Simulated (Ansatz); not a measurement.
Job for Ansatz (a quantum-chemistry and plane-wave program): R-CCSD(T)/aug-cc-pVDZ on C2H6FN (a complex).

Ansatz 0.2 input:
```yaml
crystal:
  periodic: [false, false, false]
  atoms:
    - {symbol: C, position_ang: [-0.87117176, 0.98217052, 0.08530888]}
    - {symbol: N, position_ang: [-0.11875750, 0.13958578, 0.64317204]}
    - {symbol: C, position_ang: [0.56416924, -0.86247084, -0.15016902]}
    - {symbol: H, position_ang: [-1.37650676, 1.72740964, 0.69348369]}
    - {symbol: H, position_ang: [-1.04150251, 0.99873208, -0.99527204]}
    - {symbol: H, position_ang: [0.34360864, -0.78095898, -1.21971435]}
    - {symbol: H, position_ang: [1.63898639, -0.76360373, 0.00986895]}
    - {symbol: H, position_ang: [0.27397852, -1.85130364, 0.20846698]}
    - {symbol: F, position_ang: [0.22327355, 0.18140599, 3.22763293]}
    - {symbol: H, position_ang: [0.10230578, 0.15884233, 2.27062650]}
basis:
  gaussian:
    orbitals: aug-cc-pVDZ
magnetization: {spin_polarized: false}
correlation: {method: ccsd_t, electrons: outside_noble_gas}
scf: {lower_state_search: off}
```

### Question
Predict the final total energy.

### Answer
-233.8790 hartree (reference determinant -233.1284, T1 diagnostic 0.012).

### Question
How many basis functions does it have, and what does it roughly cost on one machine?

### Answer
146 functions; very roughly 19 core-seconds.
